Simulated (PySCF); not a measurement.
A GIAO shielding run with PySCF 2.14.0 with density-fitted response routines (density fitting, non-relativistic, gas phase) on SMILES C=[CH][Ge]([CH]=C)([CH]=C)[CH]=C, C$_{8}$H$_{12}$Ge:

```
{"job": {"kind": "nmr", "xc": "B3LYP", "basis": "pcSseg-1", "pop": false}, "charge": 0, "multiplicity": 1}
C     -1.819314    -1.638665    -1.978829
C     -1.735762    -1.295833    -0.689965
Ge    -0.302338    -0.195341     0.028010
C     -1.022078     1.152643     1.229760
C     -0.595814     2.419172     1.240592
C      0.951310    -1.305315     1.018357
C      1.434437    -0.967877     2.217581
C      0.624849     0.675263    -1.440144
C      1.953602     0.652812    -1.582234
H     -1.078262    -1.304336    -2.714443
H     -2.629087    -2.270019    -2.363111
H     -2.505079    -1.662373     0.002257
H     -1.803124     0.853027     1.940651
H     -1.004433     3.166361     1.931196
H      0.183333     2.769272     0.553185
H      1.277514    -2.246860     0.558005
H      2.145332    -1.603625     2.758600
H      1.138658    -0.036231     2.714333
H      0.022095     1.225926    -2.174116
H      2.599619     0.124126    -0.871544
H      2.459110     1.161992    -2.411310
```

Hardware: 1 thread of an Arm Neoverse V1, shared host.

Problem. How large is the calculation?

Solution. 92 electrons, 237 basis functions and 1296 auxiliary functions.

Problem. How long does it take?

Solution. 50 s of wall time, with 12 SCF cycles and 4 response iterations. Times on a shared host scatter by some tens of per cent.

Problem. And these other runs on the same molecule and hardware: GIAO shielding at PBE0/pcSseg-1?

Solution. PBE0/pcSseg-1: 237 functions, 56 s.
